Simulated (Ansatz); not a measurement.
Isolated molecules relaxed with PBE0-D4/def2-TZVP in Ansatz; ΔE leaves out vibrations. CCSD(T)/CBS is the MP2 limit (def2-TZVPP, def2-QZVPP) plus CCSD(T) − MP2 in def2-TZVPP, frozen cores. DFT in def2-TZVPP. B3LYP here is the variant with VWN-RPA as its local correlation; programs differ in this. One conformer a species, not always the lowest.

Reaction (redistribution): `C=N[Si](N)(O)F` + `BSBC` → `BS[Si](N)(O)F` + `C=NBC`

`C=N[Si](N)(O)F`:

Z-matrix (Å, degrees):
```
Si
N 1 1.721
O 1 1.626 2 104.3
N 1 1.695 2 114.1 3 122.9
F 1 1.601 2 111.1 3 -119.5
C 2 1.257 1 126.4 3 115.5
H 3 0.958 1 116.4 2 168.0
H 4 1.006 1 119.9 2 95.9
H 4 1.006 1 120.9 2 -51.6
H 6 1.100 2 124.2 1 -1.4
H 6 1.097 2 120.3 1 178.6
```

`BSBC`:

Cartesian coordinates in Å:
```
B 1.269 1.695 1.187
S 1.115 -0.047 0.811
B -0.338 -0.126 -0.274
C -0.832 -1.486 -0.835
H 0.497 2.479 0.733
H 2.167 2.021 1.901
H -0.890 0.902 -0.530
H -1.868 -1.650 -0.514
H -0.238 -2.355 -0.551
H -0.883 -1.434 -1.929
```

`BS[Si](N)(O)F`:

Z-matrix (Å, degrees):
```
Si
S 1 2.157
O 1 1.622 2 110.5
N 1 1.680 2 113.6 3 -121.4
F 1 1.590 2 105.1 3 121.6
B 2 1.772 1 101.2 3 -47.8
H 3 0.959 1 117.2 2 33.1
H 4 1.005 1 122.4 2 83.0
H 4 1.005 1 122.6 2 -81.7
H 6 1.197 2 122.0 1 2.2
H 6 1.192 2 117.3 1 -178.6
```

`C=NBC`:

```xyz
10

C    -0.343    2.039   -0.328
N    -0.167    0.914    0.164
B     0.027   -0.318    0.704
C     0.285   -1.591   -0.184
H    -1.343    2.399   -0.592
H     0.493    2.720   -0.518
H    -0.010   -0.380    1.904
H     1.244   -2.046    0.086
H     0.291   -1.386   -1.256
H    -0.477   -2.350    0.020
```

```tsv
level	ΔE (kcal/mol)	difference from CCSD(T)/CBS
PBE-D4	-15.9	-6.1
r2SCAN-D4	-13.5	-3.7
PBE0-D4	-13.3	-3.5
B3LYP-D4	-12.9	-3.1
ωB97X-V	-10.1	-0.3
ωB97M-V	-11.0	-1.2
B2PLYP	-10.8	-1.0
PBE	-15.6	-5.8
r2SCAN	-13.5	-3.7
PBE0	-13.0	-3.2
B3LYP	-12.4	-2.6
HF/def2-TZVPP	-4.4	5.4
MP2/def2-TZVPP	-9.3	0.5
SCS-MP2/def2-TZVPP	-8.3	1.5
CCSD/def2-TZVPP	-8.6	1.2
CCSD(T)/def2-TZVPP	-9.4	0.4
HF/def2-QZVPP	-4.4	5.4
MP2/def2-QZVPP	-9.5	0.3
SCS-MP2/def2-QZVPP	-8.5	1.3
HF/CBS(def2)	-4.4	5.4
MP2/CBS(def2)	-9.6	0.2
CCSD/CBS(def2)	-8.9	0.9
CCSD(T)/CBS	-9.8	0
```

Largest T1 diagnostic among the species: 0.014.

From PBE to PBE0 (25 % exact exchange), in def2-TZVPP and without D4, ΔE moves by +2.6 kcal/mol. In def2-TZVPP, CCSD(T) changes the Hartree–Fock value by −5.0 kcal/mol (the triples alone add −0.9 kcal/mol) and MP2 by −4.9 kcal/mol.
